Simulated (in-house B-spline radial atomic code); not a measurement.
**Se XVI (Se15+): [Ar] 3d1**

All numbers are computed (non-relativistic PW91, spin-polarised, spherical fractional occupations; point nucleus) with a B-spline radial code for spherical atoms, not measured.

Effective charges: Z_r = [3n² - l(l+1)]/(2<r>) from the radius, Z_e = n√(-2ε) from the energy, and Slater's rules. Values are occupation-weighted means over spin.

| shell | electrons | ε (eV) | <r> (bohr) | Z_r | Z_e | Slater |
| --- | --- | --- | --- | --- | --- | --- |
| 1s | 2 | -12813 | 0.045 | 33.33 | 30.69 | 33.70 |
| 2s | 2 | -2075.4 | 0.1989 | 30.16 | 24.70 | 29.85 |
| 2p | 6 | -1917.9 | 0.1719 | 29.09 | 23.75 | 29.85 |
| 3s | 2 | -638.31 | 0.5243 | 25.75 | 20.55 | 22.75 |
| 3p | 6 | -584.06 | 0.5148 | 24.28 | 19.66 | 22.75 |
| 3d | 1 | -496.16 | 0.4731 | 22.20 | 18.12 | 16.00 |

The least bound orbital is 3d up at -496.2 eV, while the most diffuse is 3s down (<r> = 0.5247 bohr against 0.4731 bohr): energy order and size order differ.
